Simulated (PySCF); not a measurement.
**Radial density of Br(2+) (bromine, charge +2)**

r2SCAN, [Ar] 3d10 4s2 4p3, high-spin 4S determinant. All numbers are calculated (PySCF 2.14, scalar relativity by spin-free X2C-1e, in cc-pVDZ-DK (5s4p2d, 27 functions)).

| r (bohr) | 4πr²ρ (e/bohr) | 4πr²(ρα − ρβ) |
| --- | --- | --- |
| 0.000952 | 0.5766 | 0.0000 |
| 0.00160 | 1.375 | 0.0000 |
| 0.00269 | 3.229 | 0.0000 |
| 0.00453 | 7.294 | 0.0000 |
| 0.00762 | 15.25 | 0.0002 |
| 0.0128 | 27.85 | 0.0013 |
| 0.0216 | 40.65 | 0.0074 |
| 0.0363 | 42.19 | 0.0337 |
| 0.0610 | 35.36 | 0.1058 |
| 0.103 | 46.45 | 0.1614 |
| 0.173 | 45.82 | 0.0171 |
| 0.290 | 27.81 | 0.1717 |
| 0.488 | 34.75 | 0.3226 |
| 0.821 | 13.01 | 0.1532 |
| 1.38 | 4.488 | 1.9126 |
| 2.32 | 1.549 | 1.0615 |
| 3.91 | 0.08514 | 0.0744 |
| 6.58 | 0.0001675 | 0.0002 |

Densities and radii are taken from the X2C orbitals without a picture-change correction, which distorts them close to the nucleus.
